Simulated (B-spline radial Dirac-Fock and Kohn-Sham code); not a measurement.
## Total conversion coefficients of Rh against transition energy

Model: a Dirac-Hartree-Slater potential of the neutral atom with a Latter tail (no hole, which puts coefficients of high multipoles low close above an edge), finite nucleus with surface currents. Program: a radial B-spline solver. Subshells within 1 keV of threshold and pair formation are left out.

```csv
energy (keV),E2,E4,E5,M3,M4,M5
11.7,7960,2.58e+08,2.63e+10,2.08e+06,3.21e+08,3.51e+10
20,543,6.56e+06,4.20e+08,72400,6.20e+06,4.26e+08
24.5,229,1.63e+06,8.78e+07,24500,1.45e+06,8.25e+07
30.1,103,395000,1.79e+07,8780,355000,1.60e+07
37.3,46.5,91200,3.42e+06,3110,88700,3.03e+06
41.3,32.1,45700,1.56e+06,1910,47100,1.41e+06
48.8,17.6,14900,432000,870,17300,413000
50,16.1,12700,359000,776,15000,346000
54.6,11.8,7070,183000,515,8960,185000
68.1,5.36,1680,34400,185,2550,40300
68.5,5.25,1620,32900,180,2470,38700
68.8,5.17,1580,31800,177,2410,37600
69.1,5.09,1530,30800,173,2350,36500
100,1.36,156,2040,32.5,313,3270
176,0.179,6.37,43.2,2.79,16.8,105
200,0.114,3.25,19.2,1.64,8.93,50.1
298,0.0290,0.445,1.82,0.331,1.34,5.51
314,0.0243,0.348,1.36,0.270,1.06,4.18
344,0.0181,0.228,0.831,0.191,0.700,2.59
500,0.00568,0.0455,0.128,0.0490,0.141,0.407
568,0.00395,0.0275,0.0720,0.0316,0.0844,0.225
672,0.00250,0.0147,0.0351,0.0181,0.0440,0.106
915,0.00116,0.00523,0.0107,0.00686,0.0144,0.0296
1000,0.000949,0.00398,0.00787,0.00527,0.0106,0.0210
1020,0.000907,0.00375,0.00735,0.00497,0.00991,0.0195
1110,0.000753,0.00292,0.00554,0.00389,0.00749,0.0142
2000,0.000233,0.000636,0.000995,0.000808,0.00129,0.00199
2180,0.000199,0.000522,0.000798,0.000654,0.00102,0.00154
```

Question: How fast do they fall between 1110 and 2180 keV?

Answer: As powers of the energy: E2 E^-1.97, E4 E^-2.55, E5 E^-2.87, M3 E^-2.64, M4 E^-2.96, M5 E^-3.29. Within one type (E or M) the higher multipoles fall faster.

Values without a named source are computed, but for edge energies of neutral atoms, which are taken from tables.
